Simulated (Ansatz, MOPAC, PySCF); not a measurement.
Complex: H2S (SMILES S) (first 3 atoms) with CH2O2 (SMILES O=CO); geometry from B3LYP-D3(BJ)/def2-TZVP.
(charge 0, multiplicity 1):
```xyz
8

S      0.1716     0.5064    -0.4256
H      0.0905    -0.7136     0.1382
H     -1.1555     0.5707    -0.6241
O     -0.2079    -1.3942     2.4542
C     -0.2229    -0.4617     3.2136
O     -0.1072     0.8234     2.8777
H     -0.3368    -0.5566     4.3016
H     -0.0052     0.8942     1.9015
```

Interaction energies are E(AB) − E(A) − E(B) at the monomers' geometry in the complex; basis-set methods are counterpoise corrected. Rows marked so take none.

Cores are frozen in the correlated methods. Rows in 3-21G carry no dispersion term and start afresh at each structure. The state reached by PM7 isn't checked; PM7 holds dispersion and hydrogen-bond terms.

The values were computed with Ansatz (Gaussian basis) for Hartree–Fock, density functionals and correlated methods; MOPAC for PM7 (differences of heats of formation); PySCF for 3-21G rows, the dispersion terms. 

```tsv
level	interaction energy (kcal/mol)
PM7	-1.26
HF/aug-cc-pV(D+d)Z	-2.24
BLYP-D3(BJ)/def2-TZVPPD	-6.02
r2SCAN-D4/def2-TZVPPD	-6.33
B3LYP/3-21G (no counterpoise)	-8.80
B3LYP/def2-TZVPPD	-4.15
BHLYP/def2-TZVPPD	-4.56
CAM-B3LYP/def2-TZVPPD	-4.97
CCSD/aug-cc-pV(D+d)Z	(withheld)
```

### Question
Fill in the missing entries.

### Answer

- CCSD/aug-cc-pV(D+d)Z, interaction energy (kcal/mol): -3.92

Ansatz is a program for electronic structure.
